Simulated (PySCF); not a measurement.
Species: ethylmethylacetylchloride, C5H9ClO.
SMILES with atom numbers: `[CH3:1][CH2:2][C@H:3]([CH3:4])[C:5](=[O:6])[Cl:7]` (hydrogens: H8, H9, H10 on C1; H11, H12 on C2; H13 on C3; H14, H15, H16 on C4)

Geometry (PBE0-D3(BJ)/def2-SVP, Å), atoms numbered from 1 in this order:
```
atom  x, y, z in Å
C1     1.8286    0.8528   -0.1546
C2     0.7997   -0.1983   -0.5347
C3    -0.3767   -0.3043    0.4394
C4    -1.3808   -1.3733    0.0165
C5    -1.0671    1.0246    0.6362
O6    -1.2141    1.6172    1.6476
Cl7   -1.7223    1.7021   -0.9046
H8     2.2319    0.6772    0.8553
H9     1.3960    1.8658   -0.1697
H10    2.6739    0.8490   -0.8583
H11    0.4037    0.0033   -1.5434
H12    1.2717   -1.1939   -0.5793
H13    0.0097   -0.5432    1.4446
H14   -1.8109   -1.1366   -0.9675
H15   -0.8754   -2.3479   -0.0523
H16   -2.2035   -1.4663    0.7405
```

The calculation used core-valence-separated Tamm–Dancoff BHandHLYP/aug-pcX-1 (pcseg-1 on H, def2-SVPD on Cl) in PySCF, non-relativistic, gas phase, PBE0-D3(BJ)/def2-SVP geometry.

Computed carbon K-edge spectrum, Gaussian lines of 0.6 eV full width, highest printed point 100; it ends one width below the last computed root. Absolute energies from this functional tend to lie a few eV below measured edges; no shift was applied.

(photon energy (eV), absorption): (283.7, 1), (283.8, 2), (283.9, 6), (284.0, 13), (284.1, 24), (284.2, 38), (284.3, 51), (284.4, 58), (284.5, 57), (284.6, 49), (284.7, 36), (284.8, 23), (284.9, 14), (285.0, 10), (285.1, 10), (285.2, 14), (285.3, 20), (285.4, 27), (285.5, 33), (285.6, 38), (285.7, 42), (285.8, 45), (285.9, 48), (286.0, 55), (286.1, 65), (286.2, 78), (286.3, 90), (286.4, 98), (286.5, 100), (286.6, 95), (286.7, 85), (286.8, 73), (286.9, 62), (287.0, 56)

Assign the maxima to core holes.

2 maxima:
- 284.4 eV: C5 (acyl halide carbon), 284.44 eV, f = 0.084, 1s→π*, 100 % of the height at the exact maximum
- 286.5 eV: C4 (methyl carbon), 286.38 eV, f = 0.031, 20 % of the height at the exact maximum; C2 (chain CH2 carbon), 286.53 eV, f = 0.024, 17 % of the height at the exact maximum; C4 (methyl carbon), 286.56 eV, f = 0.025, 16 % of the height at the exact maximum; C1 (methyl carbon), 286.34 eV, f = 0.021, 13 % of the height at the exact maximum

Further lines of some strength in the range: C4, 285.39 eV, f = 0.008; C1, 285.40 eV, f = 0.007; C2, 285.55 eV, f = 0.011; C4, 285.69 eV, f = 0.014; C2, 285.83 eV, f = 0.019.

Roots within 0.03 eV on the same or equivalent atoms count as one line; shares under 12 % aren't listed.

Vibrational structure and lifetime widths aren't in the curve. The ionisation threshold wasn't computed; near and above it a finite basis only mimics Rydberg series and continuum.

One conformer stands for the species.
